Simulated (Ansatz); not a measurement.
`CCC(Cl)CC(Cl)CC(Cl)CC(Cl)CC(C)Cl`. Charge 0, multiplicity 3. Geometry r2SCAN-D4/def2-SVP, that of the neutral singlet; atoms count from 1.

```xyz
38

C    -3.571    1.590    2.914
C    -2.981    0.198    2.732
C    -1.657   -0.026    3.449
Cl   -1.850    0.262    5.242
C    -1.075   -1.431    3.284
C    -0.888   -1.856    1.831
Cl   -0.249   -3.563    1.818
C     0.055   -0.968    1.033
C     0.127   -1.292   -0.450
Cl   -1.519   -1.015   -1.195
C     1.161   -0.451   -1.181
C     1.309   -0.743   -2.665
Cl    1.722   -2.501   -2.912
C     2.387    0.082   -3.361
C     2.259    1.593   -3.214
C     3.277    2.346   -4.046
Cl    0.578    2.127   -3.695
H    -4.493    1.701    2.326
H    -3.810    1.782    3.970
H    -2.865    2.367    2.581
H    -2.801    0.018    1.656
H    -3.696   -0.576    3.063
H    -0.929    0.740    3.138
H    -1.748   -2.151    3.777
H    -0.108   -1.487    3.810
H    -1.856   -1.926    1.315
H    -0.262    0.085    1.145
H     1.070   -1.051    1.462
H     0.329   -2.363   -0.599
H     2.135   -0.600   -0.679
H     0.883    0.613   -1.074
H     0.341   -0.602   -3.165
H     3.375   -0.207   -2.958
H     2.390   -0.181   -4.432
H     2.343    1.887   -2.156
H     3.160    2.105   -5.113
H     4.295    2.062   -3.734
H     3.163    3.432   -3.918
```

Single mean-field runs in def2-TZVP are fitted with def2-universal-jkfit. At PBE0-D4/def2-TZVP a singlet of charge 0 lies 6.40 eV below the triplet at the same geometry.

Problem. Estimate the Mulliken populations of the heavy atoms from the PBE0/def2-TZVP orbitals of Ansatz.

Solution. 
| atom | charge (e) | spin (α − β) |
| --- | --- | --- |
| C1 | -0.38 | 0.02 |
| C2 | -0.20 | -0.03 |
| C3 | -0.22 | 0.58 |
| Cl4 | 0.06 | 1.17 |
| C5 | -0.09 | -0.07 |
| C6 | -0.04 | 0.10 |
| Cl7 | -0.18 | 0.06 |
| C8 | -0.27 | -0.02 |
| C9 | 0.00 | 0.01 |
| Cl10 | -0.18 | 0.00 |
| C11 | -0.30 | 0.00 |
| C12 | 0.05 | 0.00 |
| Cl13 | -0.18 | 0.00 |
| C14 | -0.23 | 0.00 |
| C15 | -0.03 | 0.00 |
| C16 | -0.35 | 0.00 |
| Cl17 | -0.18 | 0.00 |
Mulliken values and Mayer orders depend strongly on the basis.

Problem. Where does the spin sit?

Solution. Summed by element: C 0.60, Cl 1.23, H 0.17, of 2 unpaired in all. Largest on single atoms: Cl4 1.17, C3 0.58, C6 0.10.

Problem. And the Mayer bond orders between bonded heavy atoms (over 0.3)?

Solution. C1–C2 0.99 (1.52 Å); C2–C3 1.00 (1.52 Å); C3–Cl4 0.53 (1.83 Å); C3–C5 0.89 (1.53 Å); C5–C6 0.98 (1.53 Å); C6–Cl7 0.95 (1.82 Å); C6–C8 1.00 (1.52 Å); C8–C9 1.01 (1.52 Å); C9–Cl10 0.93 (1.83 Å); C9–C11 1.02 (1.52 Å); C11–C12 1.01 (1.52 Å); C12–Cl13 0.97 (1.82 Å); C12–C14 1.00 (1.53 Å); C14–C15 1.00 (1.52 Å); C15–C16 1.00 (1.52 Å); C15–Cl17 0.99 (1.83 Å).
